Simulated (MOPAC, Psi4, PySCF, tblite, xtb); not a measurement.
Approach curve of the dimer C4H4S ··· H6B3N3 (SMILES c1ccsc1 and B1NBNBN1). Monomers: optimised at B3LYP-D3(BJ) (def2-TZVP), held rigid. Orientation: lowest of the rigid-body minima from ten starts at GFN2-xTB. Only R, the distance of the centres of mass, is varied, so the lowest point isn't the relaxed dimer.

Geometry at R = 3.48 Å (first 9 atoms: monomer A):
```
21

C      0.5879    -0.7893     0.1605
C     -0.7955    -0.5916    -0.1049
C     -1.1175     0.7267    -0.2528
S      0.2611     1.7358    -0.0698
C      1.2845     0.3838     0.2080
H      1.0426    -1.7579     0.3089
H     -1.5163    -1.3925    -0.1821
H     -2.0833     1.1579    -0.4579
H      2.3366     0.5271     0.3901
B     -0.6357     0.5826    -3.5188
N     -1.2405    -0.7105    -3.5035
B     -0.5022    -1.9104    -3.2728
N      0.9017    -1.7764    -3.0511
B      1.5712    -0.5155    -3.0533
N      0.7722     0.6436    -3.2902
H     -1.2781     1.5680    -3.7138
H     -2.2323    -0.7793    -3.6622
H     -1.0346    -2.9773    -3.2655
H      1.4441    -2.6085    -2.8863
H      2.7459    -0.4340    -2.8656
H      1.2217     1.5445    -3.2963
```

- SAPT0/jun-cc-pVDZ, frozen core (Psi4)
- GFN1-xTB (xtb)
- PM6, restricted, heats of formation (MOPAC)
- GFN2-xTB (tblite)
- RKS-LDA (SVWN5)/6-31G* = restricted LDA (SVWN5)/6-31G*, spherical d, no counterpoise correction in PySCF

Interaction energies in kJ/mol (negative: bound); R is the distance of the centres of mass, d the H7···B12 distance.

```
R / Å  d / Å  SAPT0/jun-cc-pVDZ  GFN1-xTB    PM6  GFN2-xTB  RKS-LDA (SVWN5)/6-31G*
-----  -----  -----------------  --------  -----  --------  ----------------------
2.91    2.77              57.12     15.09  17.15      8.22                   23.24
3.05    2.89              28.18      0.52   6.85     -7.08                    1.19
3.27    3.10               3.42     -9.39   0.12    -17.24                  -14.84
3.48    3.29              -6.66    -11.87  -1.48    -19.19                  -18.63
3.64    3.44              -9.65    -11.87  -1.48    -18.47                  -17.92
3.84    3.63             -10.48    -10.98  -0.98    -16.46                  -15.17
4.19    3.97              -8.79     -8.78  -0.07    -12.29                   -9.43
4.51    4.28              -6.56     -6.84   0.37     -8.89                   -5.17
4.95    4.70              -4.07     -4.65   0.53     -5.38                   -1.61
5.69    5.42              -1.76     -2.29   0.44     -2.06                       —
6.68    6.39              -0.62     -0.88   0.27     -0.37                       —
7.94    7.64              -0.20     -0.28   0.14      0.17                       —
```

Lowest grid point: SAPT0/jun-cc-pVDZ -10.48 kJ/mol at R = 3.84 Å; GFN1-xTB -11.87 kJ/mol at R = 3.64 Å; PM6 -1.48 kJ/mol at R = 3.48 Å; GFN2-xTB -19.19 kJ/mol at R = 3.48 Å; RKS-LDA (SVWN5)/6-31G* -18.63 kJ/mol at R = 3.48 Å.

Dashes: no converged value, or the column stops at the first point that the program doubted or that broke a chosen test of continuity, which isn't proof of a fault.
